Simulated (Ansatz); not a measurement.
Geometry optimisation, RKS B3LYP/def2-SVP in Ansatz.

Input file:

```yaml
crystal:
  periodic: [false, false, false]
  atoms:
    - { symbol: W, position_ang: [-0.356473, 0.040457, -0.553028] }
    - { symbol: Cl, position_ang: [1.158151, -0.1502, 2.688697] }
    - { symbol: H, position_ang: [1.724224, 0.054656, 1.494004] }
    - { symbol: H, position_ang: [0.480268, 1.499496, -0.265057] }
    - { symbol: H, position_ang: [-1.77107, 0.011747, 0.40117] }
    - { symbol: H, position_ang: [0.68481, -1.290761, -0.329701] }
    - { symbol: H, position_ang: [-0.698609, -0.165395, -2.214786] }
basis:
  gaussian: { orbitals: def2-SVP }
hamiltonian:
  xc: b3lyp
relax:
  f_tol: 0.03
  max_steps: 50
output:
  orbitals: {}
```

Launched with:

```bash
$ ansatz run input.yaml --threads 1 --pin off --max-ram 2048MiB --backend cpu --events-out ev --progress --plain --runs-dir out
```

**Question.** Where does it end, and by what steps?

**Answer.** The forces met the threshold. After 21 steps the energy has fallen by 2.657 eV; H3 moved furthest, 1.28 Å. Parted: Cl2–H3 (1.34 → 2.55 Å). Joined: W1–Cl2 (3.58 → 2.34 Å), W1–H3 (2.92 → 1.67 Å).

```tsv
step	energy less start (eV)	largest force component (eV/Å)	accepted
0	0.0000	1.030	yes
1	-0.0660	0.551	yes
2	-0.1231	0.221	yes
3	-0.2103	0.494	yes
4	-0.3448	0.977	yes
5	-0.4908	1.578	yes
6	-0.6521	2.285	yes
7	-1.0159	1.531	yes
8	-1.5532	1.048	yes
9	-1.8774	0.330	yes
10	-1.9216	0.384	yes
11	-1.9321	0.039	yes
12	-1.9323	0.040	yes
13	-1.9326	0.031	yes
14	-1.9946	0.960	yes
15	-2.2202	1.455	yes
16	-2.4446	1.190	yes
17	-2.6460	0.195	yes
18	-2.6464	0.205	yes
19	-2.6536	0.075	yes
20	-2.6568	0.030	yes
21	-2.6569	0.016	yes
```

```xyz
7
Properties=species:S:1:pos:R:3
W -0.001 0.038 0.215
Cl 0.706 -1.110 2.123
H 1.232 1.002 0.795
H 0.517 1.342 -0.750
H -1.611 0.369 0.703
H 0.363 -1.475 -0.389
H 0.016 -0.166 -1.476
```

Whether the end is a true minimum wasn't checked by a vibrational analysis.

Run time: 43 s on 1 thread of Intel(R) Xeon(R) 6975P-C (Granite Rapids), with other jobs on the host, peak memory 0.18 GiB.
